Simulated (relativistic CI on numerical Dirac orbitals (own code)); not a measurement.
# Cr⁴⁺ in a cubic cluster: 3s photoemission with charge transfer

Computed with a charge-transfer multiplet model of a cubic metal-ligand cluster with up to 2 ligand holes, Slater and spin-orbit integrals from Dirac-Coulomb-Breit ions, Slater integrals scaled by 0.9. The parameters are those of a tetrahedral site (10Dq negative, t2 hopping the larger). The ground state mixes d2 with configurations of k ligand holes L, whose averages lie at kΔ + k(k − 1)U_dd/2; a core hole lowers each added d electron by U_cd. 20 K, Lorentzian 1.4 eV and Gaussian 0.8 eV FWHM.

Atomic integrals in eV (Slater integrals scaled, ζ unscaled), ground: F2dd 10.549, F4dd 6.644, zeta_d 0.039; with the core hole: F2dd 11.383, F4dd 7.204, zeta_d 0.045, G2cd 11.080.

Cluster parameters (eV): Δ = 1.7, U_dd = 5.1, U_cd = 5.8, 10Dq(ligand) = 0, V(eg) = 0.85, V(t2g) = -1.44, final-state hopping factor = 0.8.

```tsv
Case	n_d	d2	d3L	d4L2	S
10Dq = -1 eV	2.64	0.43	0.49	0.08	1.00
10Dq = -0.7 eV	2.66	0.42	0.50	0.08	1.00
10Dq = -0.4 eV	2.67	0.41	0.51	0.08	1.00
```

Weights, n_d and S are thermal averages at 20 K. Binding energies count from the first peak over 30 % of the highest in each spectrum, which can be another peak from case to case. The parameters are a model scan and need not match a compound or its usual spin state. Peaks in eV (height, largest 100):
- 10Dq = -1 eV: 0.0 (100), 3.9 (60), 8.9 (82), 15.4 (18), 18.5 (5)
- 10Dq = -0.7 eV: 0.0 (100), 3.9 (60), 8.9 (84), 15.4 (18), 18.5 (5)
- 10Dq = -0.4 eV: 0.0 (100), 4.0 (59), 9.1 (85), 15.5 (17), 18.6 (5)

Curve for 10Dq = -0.4 eV (points under 2 left out, the grid thinned):

E (eV), Intensity and a bar:
```
     -3.6        5.2 #
     -3.0        7.2 ##
     -2.5        9.9 ##
     -2.0       14.6 ####
     -1.4       26.5 ########
     -0.8       54.9 #################
     -0.3       89.7 ############################
      0.2       97.2 ##############################
      0.8       60.3 ##################
      1.4       32.2 #########
      1.9       23.6 #######
      2.4       22.9 #######
      3.0       32.2 ##########
      3.6       52.1 ################
      4.1       58.1 ##################
      4.6       47.7 ##############
      5.2       37.5 ###########
      5.8       29.7 #########
      6.3       23.5 #######
      6.8       21.5 ######
      7.4       27.1 ########
      8.0       45.0 ##############
      8.5       69.6 #####################
      9.0       85.4 ##########################
      9.6       72.5 ######################
     10.2       49.3 ###############
     10.7       35.5 ###########
     11.2       26.4 ########
     11.8       18.7 #####
     12.4       13.9 ####
     12.9       11.4 ###
     13.4       10.1 ###
     14.0       10.0 ##
     14.6       12.4 ###
     15.1       15.7 ####
     15.6       17.4 #####
     16.2       13.4 ####
     16.8        8.2 ##
     17.3        5.8 #
     17.8        4.9 #
     18.4        5.2 #
     19.0        4.9 #
     19.5        3.8 #
     20.0        2.9 
     20.6        2.1
```

For the case 10Dq = -0.4 eV, Δ = 1.7 eV is smaller than U_dd = 5.1 eV, the charge-transfer side of the Zaanen-Sawatzky-Allen scheme. With the core hole the average of the configuration with one ligand hole lies at Δ − U_cd = -4.1 eV before mixing: it lies below the unscreened one, so the lowest final states are mostly screened and the unscreened weight appears at higher binding energy as a satellite.

Without intra-shell correlation the exchange splitting of the 3s hole comes out too large.
